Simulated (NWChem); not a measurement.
C$_{2}$H$_{4}$F$_{2}$ cation, doublet; SMILES of the neutral closed-shell parent CC(F)F

```xyz
8

C     -0.1115     1.5519     0.0000
C      0.3707    -0.2432     0.0000
F     -0.1396    -0.7206    -1.0856
F     -0.1396    -0.7206     1.0856
H     -1.1956     1.4259     0.0000
H      0.3446     1.8933    -0.9292
H      0.3446     1.8933     0.9292
H      1.4634    -0.0943     0.0000
```
Atoms are numbered in this order, from 1.

Computed with NWChem. Pople sets run with spherical d functions. Spin-unrestricted. Coordinates come from a B3LYP/6-31G* (spherical d), spin-unrestricted optimisation. The spin multiplicity was typed, not searched, and may not be the lowest. No stability test was run on the SCF state. Total energies compare along this basis series because the functional is fixed.

```tsv
level	basis functions	energy (Ha)	highest occupied level (eV)	lowest empty minus highest occupied level, either spin (eV)	<S²>
UHF/STO-3G	24	-272.8717	-18.44	11.79	0.761
UHF/3-21G	44	-275.0311	-19.93	11.47	0.757
UHF/6-31G*	64	-276.5406	-20.07	12.20	0.758
UHF/6-31+G*	80	-276.5469	-20.19	12.19	0.758
UHF/6-311G**	96	-276.6218	-20.21	12.32	0.759
UHF/6-311++G**	116	-276.6256	-20.24	12.30	0.759
```
